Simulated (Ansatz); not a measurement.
FH$_{5}$O$_{3}$Si$_{2}$, SMILES `O[SiH](O)O[SiH2]F`, 11 atoms. Total charge 0; spin multiplicity 1. All runs use 4 threads of a server CPU on a shared host. Correlated methods freeze the cores.

Question: How many basis functions does each run have, and how long does it take in Ansatz? RKS revPBE-D4/def2-TZVPP energy; RKS ωB97M-V/def2-QZVPP energy; RKS HSE06-D4/def2-TZVPP energy; RKS PBE0-D4/def2-SVP energy; RKS PBE0-D4/def2-TZVP relaxation (11 steps); RKS ωB97X-V/def2-TZVPP energy; RHF-CCSD(T)/def2-TZVPP energy; RKS BLYP-D4/def2-TZVPP energy; RKS PBE0-D4/def2-TZVP frequencies; RHF-CCSD(T)/def2-SVP energy; RKS PBE0-D4/def2-QZVPP energy; RKS ωB97M-V/def2-SVP energy. (Best estimate.)

Answer: Computed: Other jobs shared the machine, so times are rough.

| level | job | functions | wall time | peak host memory (GiB) |
| --- | --- | --- | --- | --- |
| RKS PBE0-D4/def2-SVP | energy | 117 | 0.7 s | 0.26 |
| RKS BLYP-D4/def2-TZVPP | energy | 278 | 1.1 s | 0.41 |
| RKS revPBE-D4/def2-TZVPP | energy | 278 | 1.1 s | 0.42 |
| RKS HSE06-D4/def2-TZVPP | energy | 278 | 2.1 s | 0.86 |
| RKS ωB97M-V/def2-SVP | energy | 117 | 2.4 s | 0.39 |
| RKS ωB97X-V/def2-TZVPP | energy | 278 | 3.7 s | 0.98 |
| RHF-CCSD(T)/def2-SVP | energy | 117 | 3.8 s | 0.65 |
| RKS PBE0-D4/def2-QZVPP | energy | 518 | 5.5 s | 2.2 |
| RKS ωB97M-V/def2-QZVPP | energy | 518 | 9.5 s | 2.6 |
| RKS PBE0-D4/def2-TZVP | relaxation (11 steps) | 228 | 21 s | 0.68 |
| RKS PBE0-D4/def2-TZVP | frequencies | 228 | 99 s | 0.71 |
| RHF-CCSD(T)/def2-TZVPP | energy | 278 | 16 min | 8 |

HSE06 is defined as in plane-wave codes.
